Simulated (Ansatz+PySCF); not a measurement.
Results of a calculation; reference values are marked as such.
## PySCF 2.14.0 run

```python
from pyscf import gto, dft

mol = gto.M(atom="""
S 0.024260 0.043510 -0.004260
F 1.532130 -0.012020 -0.000930
F -1.544600 -0.034530 0.002780
F -0.010640 1.617190 0.032430
F -0.045320 -1.586380 -0.020330
F -0.012090 0.043030 1.558250
F 0.030900 -0.006450 -1.619430
""", basis='def2-svp', charge=0, spin=0)
mf = dft.UKS(mol, xc='wb97x')
mf.kernel()
print(mf.converged, mf.e_tot, mf.spin_square()[0])
```

The script is written out from the run's settings.

Output:

* Converged: yes
* Total energy: -996.38647 hartree
* Spin squared of the determinant: 0.000
* Cycles: 11
